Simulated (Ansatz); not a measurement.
A nudged elastic band was laid between two geometries of CH$_{7}$NO$_{2}$Si$_{2}$ (13 atoms, charge 0, multiplicity 1).

The calculation used RKS PBE0-D4/6-31G (Ansatz).

```yaml
movable_images: 7
climbing_image: yes
spring: 5.0 eV/Å²
optimiser: quadratic models (default)
start_path: through a guess of the saddle point
force_threshold: 0.03 eV/Å
iteration_limit: 20
end_points: relaxation not finished
```

First end point:

```xyz
13
Properties=species:S:1:pos:R:3
N -1.492 0.918 -1.224
Si -1.420 -0.719 -0.529
O 0.296 -0.883 -0.736
Si 1.724 -1.729 -0.386
C -0.643 1.432 1.710
O -0.787 0.207 1.665
H -0.665 1.351 -1.617
H -2.363 1.364 -1.474
H 2.587 -1.776 -1.620
H 2.490 -1.026 0.707
H 1.447 -3.144 0.066
H -0.878 2.051 0.832
H -0.276 1.919 2.621
```

Last end point:

```xyz
13
Properties=species:S:1:pos:R:3
N -1.366 1.074 -1.252
Si -1.402 -0.652 -0.813
O 0.311 -0.869 -0.901
Si 1.748 -1.620 -0.409
C -0.796 1.136 1.793
O -0.913 -0.068 1.550
H -0.491 1.526 -1.483
H -2.189 1.600 -1.516
H 1.508 -3.015 0.112
H 2.708 -1.691 -1.566
H 2.389 -0.820 0.699
H -0.904 1.878 0.986
H -0.581 1.486 2.814
```

(1) What changes between the two ends?

(2) Give the energies along the band, and the barrier.

## Answers

(1) No bond is made or broken.

(2) The run ended unconverged. The highest image is number 4 of 0 to 8, 0.256 eV above the first end and 0.250 eV above the last; the last end lies 0.006 eV above the first. The band didn't meet its force threshold, so its energies are provisional: the largest band force was still 0.19 eV/Å, and over the last iterations the top stayed at 0.26 eV. The end points aren't both relaxed to the band's threshold either. Limits of this set-up: no polarisation functions.

| image | path coordinate (Å) | energy (eV) |
| --- | --- | --- |
| 0 | 0.00 | 0.000 |
| 1 | 1.46 | 0.016 |
| 2 | 2.93 | 0.036 |
| 3 | 4.40 | 0.076 |
| 4 | 5.87 | 0.256 |
| 5 | 7.37 | 0.075 |
| 6 | 8.88 | 0.027 |
| 7 | 10.38 | 0.016 |
| 8 | 11.89 | 0.006 |

Time of the run: 12 min on 1 thread of Arm Neoverse V2, with other jobs on the host, peak memory 0.18 GiB.
